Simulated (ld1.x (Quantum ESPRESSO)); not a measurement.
Pseudopotential generation for Zr: PAW, PBE, scalar-relativistic.

- Element: Zr (Z = 40)
- Generator: ld1.x (Quantum ESPRESSO) 7.5
- Type: PAW
- Functional: PBE
- Relativity: scalar-relativistic
- Frozen core: [Kr]
- Valence charge: 4
- Reference configuration: 4d2 5s2 5p0
- Partial waves: 5s (bound): rcut 3.02, rcutus 3.20 bohr; 5s channel at 0.6 Ry: rcut 3.02, rcutus 3.20 bohr; 5p (bound, empty): rcut 4.00, rcutus 4.70 bohr; 5p channel at 0.55 Ry: rcut 4.00, rcutus 4.70 bohr; 4d (bound): rcut 2.10, rcutus 2.45 bohr; 4d channel at 2.35 Ry: rcut 2.10, rcutus 2.45 bohr
- Local potential: all-electron potential smoothed inside 2.15 bohr (lloc = -2)
- Core correction: Bessel-smoothed model core inside 1.90 bohr
- Augmentation charge: PSQ, radius 1.85 bohr

* Cutoffs needed: 15 Ry and 18 Ry (the cutoffs (Ry, on a coarse ladder) from which the occupation-weighted sum of valence levels, in a spherical-Bessel basis at the reference potential, stays within 10 and 1 mRy of its value at 400 Ry)
* Ghost test: no extra level below or beside the all-electron valence levels (s, p, d, f tested) (spherical-Bessel basis up to 400 Ry, 20 bohr box)
* Configuration tests: test run stopped at test 1 of 7 (negative rho)
* Lowest eigenvalue of the overlap operator: 0.23 (d channel)
* Density cutoff estimated by the generator: 125 Ry
